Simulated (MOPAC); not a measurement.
A run for MOPAC: PM6 on SeF+, 2S+1 = 3, a spin state set in the input, which need not be the lowest, a point of a bond scan (R = 1.663 Å). Charge +1.

```
PM6 1SCF PRECISE CHARGE=1 UHF MS=1 THREADS=1
FSe

F      0.00000000 1     0.00000000 1     0.00000000 1
Se     0.00000000 1     0.00000000 1     1.66331100 1
```

Output:

```
*******************************************************************************
 **                                                                           **
 **                              MOPAC v23.2.5                                **
 **                                                                           **
 *******************************************************************************
 ** MOPAC's Digital Object Identifier: https://doi.org/10.5281/zenodo.6511958 **
 **                                                                           **
 ** Please cite the open-source release paper for use of this MOPAC version:  **
 ** J. E. Moussa and J. J. P. Stewart (2026)                                  **
 ** MOPAC: An open-source semiempirical molecular orbital program             **
 ** J. Open Source Softw., 11(119), 8025, https://doi.org/10.21105/joss.08025 **
 *******************************************************************************

                              PM6 CALCULATION RESULTS

 *******************************************************************************
 *  PM6        - The PM6 Hamiltonian to be used
 *  UHF        - UNRESTRICTED HARTREE-FOCK CALCULATION
 *
 *
 *
 *                 CHARGE ON SYSTEM = +1
 *
 *
 *
 *  MS=        - IN MECI, MAGNETIC COMPONENT OF SPIN =  1.0
 *  PRECISE    - TIGHTER CRITERIA TO BE USED
 *  1SCF       - DO 1 SCF AND THEN STOP
 *  THREADS=1  - MULTI-THREADING NOT USED
 *  T=         - A TIME OF 172800.0 SECONDS REQUESTED
 *  DUMP=N     - RESTART FILE WRITTEN EVERY 7200.0 SECONDS REQUESTED
 *******************************************************************************
PM6 1SCF PRECISE CHARGE=1 UHF MS=1 THREADS=1
 FSe

   ATOM   CHEMICAL          X               Y               Z
  NUMBER   SYMBOL      (ANGSTROMS)     (ANGSTROMS)     (ANGSTROMS)

     1       F          0.00000000  *   0.00000000  *   0.00000000  *
     2      Se          0.00000000  *   0.00000000  *   1.66331100  *



          CARTESIAN COORDINATES

    NO.       ATOM           X           Y           Z

     1         F          0.0000      0.0000      0.0000
     2        Se          0.0000      0.0000      1.6633

 General Reference for PM6:
 "Optimization of Parameters for Semiempirical Methods V: Modification of NDDO Approximations
 and Application to 70 Elements", J. J. P. Stewart, J. Mol. Mod., 13, 1173-1213 (2007)
 URL: https://link.springer.com/article/10.1007/s00894-007-0233-4

           Empirical Formula: F Se  =     2 atoms



      MOLECULAR POINT GROUP   :   C*v


          UHF CALCULATION, NO. OF ALPHA ELECTRONS =    7
                           NO. OF BETA  ELECTRONS =    5

 -------------------------------------------------------------------------------
 PM6 1SCF PRECISE CHARGE=1 UHF MS=1 THREADS=1
 FSe



     1SCF WAS SPECIFIED, SO BFGS WAS NOT USED
     SCF FIELD WAS ACHIEVED


                              PM6 CALCULATION
                                                       MOPAC v23.2.5 Linux




          FINAL HEAT OF FORMATION =        184.84428 KCAL/MOL =     773.38849 KJ/MOL


          COSMO AREA              =         71.36 SQUARE ANGSTROMS
          COSMO VOLUME            =         54.83 CUBIC ANGSTROMS

          IONIZATION POTENTIAL    =         16.979016 EV
          ALPHA SOMO LUMO (EV)    =        -16.979 -7.170
          BETA  SOMO LUMO (EV)    =        -17.671 -8.502
          NO. OF ALPHA ELECTRONS  =          7
          NO. OF BETA  ELECTRONS  =          5
          MOLECULAR WEIGHT        =         97.9584         POINT GROUP:  C*v

          MOLECULAR DIMENSIONS (Angstroms)

            Atom       Atom       Distance
           Se     2    F     1     1.66331
           Se     2    F     1     0.00000
            F     1   Se     2     0.00000


          SCF CALCULATIONS        =          1





   ATOM   CHEMICAL          X               Y               Z
  NUMBER   SYMBOL      (ANGSTROMS)     (ANGSTROMS)     (ANGSTROMS)

     1       F          0.00000000  *   0.00000000  *   0.00000000  *
     2      Se          0.00000000  *   0.00000000  *   1.66331100  *

                             CARTESIAN COORDINATES

   1    F        0.000000000     0.000000000     0.000000000
   2   Se        0.000000000     0.000000000     1.663311000


           Empirical Formula: F Se  =     2 atoms



      MOLECULAR POINT GROUP   :   C*v


          ALPHA EIGENVALUES
 -48.00169 -27.06424 -22.94269 -22.94269 -20.22364 -16.97902 -16.97902  -7.16986


           BETA EIGENVALUES
 -47.99627 -23.16499 -22.55062 -22.55062 -17.67091  -8.50227  -8.50227  -6.34475


              NET ATOMIC CHARGES AND DIPOLE CONTRIBUTIONS

  ATOM NO.   TYPE          CHARGE      No. of ELECS.   s-Pop       p-Pop
    1          F          -0.124195        7.1242     1.97493     5.14927
    2         Se           1.124195        4.8758     1.97795     2.89786
 DIPOLE           X         Y         Z       TOTAL
 POINT-CHG.     0.000     0.000     2.542     2.542
 HYBRID         0.000     0.000    -0.719     0.719
 SUM            0.000     0.000     1.823     1.823


          ATOMIC ORBITAL ELECTRON POPULATIONS

     Atom    s        px        py        pz
    1  F   1.97493   1.96409   1.96409   1.22108
    2 Se   1.97795   1.03591   1.03591   0.82604


                    (SZ)    =    1.000000
                    (S**2)  =    2.009311


          ATOMIC ORBITAL SPIN POPULATIONS

    Atom   Total    s     px     py     pz
         Atomic
    1  F -0.0179  0.002  0.036  0.036 -0.091
    2 Se  2.0179  0.006  0.964  0.964  0.083

 **********************
 *                    *
 * JOB ENDED NORMALLY *
 *                    *
 **********************




 == MOPAC DONE ==
```

The run finished.

Cost: about 0.03 core-seconds (a rough figure).
